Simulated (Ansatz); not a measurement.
Ansatz (an electronic-structure program) input (CCSD(T)/cc-pVDZ):

Ansatz 0.2 input:
```yaml
crystal:
  periodic: [false, false, false]
  atoms:
    - {symbol: Ga, position_ang: [-0.17235545, -0.10141226, 0.00281224]}
    - {symbol: F, position_ang: [-1.61889575, -0.95254242, 0.02641472]}
    - {symbol: F, position_ang: [0.63186035, 1.44430545, -0.48414334]}
    - {symbol: F, position_ang: [1.58070417, -0.14245412, 0.44804202]}
basis:
  gaussian:
    orbitals: cc-pVDZ
total_charge: 1
magnetization: {spin_polarized: true, initial_magnetization: 1}
correlation: {method: ccsd_t, electrons: outside_noble_gas}
```

End of the output:

```
cycle   6  -16.96597394 eV  change   -9.2e-3 eV  update   4.9e-3
cycle   7  -16.97096438 eV  change   -5.0e-3 eV  update   3.8e-3
cycle   8  -16.97605816 eV  change   -5.1e-3 eV  update   2.1e-3
cycle   9  -16.97701906 eV  change   -9.6e-4 eV  update   8.5e-4
cycle  10  -16.97706820 eV  change   -4.9e-5 eV  update   4.0e-4
cycle  11  -16.97712665 eV  change   -5.8e-5 eV  update   1.8e-4
cycle  12  -16.97708696 eV  change    4.0e-5 eV  update   8.6e-5
cycle  13  -16.97698540 eV  change    1.0e-4 eV  update   4.4e-5
cycle  14  -16.97693028 eV  change    5.5e-5 eV  update   1.9e-5
cycle  15  -16.97692911 eV  change    1.2e-6 eV  update   8.9e-6
cycle  16  -16.97693597 eV  change   -6.9e-6 eV  update   5.1e-6
coupled cluster: 0.25 GiB planned
perturbative correction -0.36585562 eV, -0.0134449462 hartree
WARN: these amplitudes may be one of several solutions (largest doubles amplitude 0.05, level shift 5.94 eV)
Total energy: -60458.42907268 eV, -2221.8062882259 hartree
```

The program attaches cautions to this result: other roots.
